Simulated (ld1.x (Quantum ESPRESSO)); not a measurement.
u(r) = r·R(r): atom against pseudo-atom (H)

Columns: radius, all-electron u(r) and pseudo u(r) of the 1s shell (level -6.49 eV) of hydrogen in the configuration 1s1; PBE, non-relativistic, TM scheme, ld1.x (Quantum ESPRESSO) 7.5.

```
r (bohr)  all-electron  pseudo
   0.042        0.0773  0.0666
   0.085        0.1498  0.1339
   0.128        0.2158  0.1991
   0.170        0.2746  0.2601
   0.212        0.3281  0.3174
   0.255        0.3777  0.3717
   0.298        0.4225  0.4209
   0.340        0.4618  0.4638
   0.382        0.4972  0.5016
   0.425        0.5296  0.5351
   0.467        0.5578  0.5633
   0.510        0.5833  0.5880
   0.552        0.6052  0.6087
   0.595        0.6247  0.6270
   0.638        0.6417  0.6429
   0.680        0.6558  0.6563
   0.722        0.6678  0.6680
   0.765        0.6780  0.6781
   0.807        0.6861  0.6861
   0.850        0.6927  0.6927
   0.892        0.6975  0.6975
   0.935        0.7009  0.7009
   0.977        0.7029  0.7029
   1.020        0.7037  0.7037
   1.062        0.7033  0.7033
   1.105        0.7019  0.7019
```

Q: How many radial nodes do the two functions have?

A: The all-electron 1s function has n − l − 1 = 0; the pseudo-wave has 0.

Q: At about which radius was the pseudo-wave matched?

A: 0.85 bohr. The columns agree to 0.0005 from 0.68 bohr on; several derivatives are matched, so the curves merge somewhat inside the radius.

Q: Where does each function peak?

A: Outermost all-electron maximum near 1.02 bohr, pseudo maximum near 1.02 bohr (to the table’s step).

Q: Is the pseudo-wave norm-conserving?

A: Yes: the TM scheme keeps the norm inside the radius equal to the all-electron one, which fixes the energy derivative of the logarithmic derivative at the level.
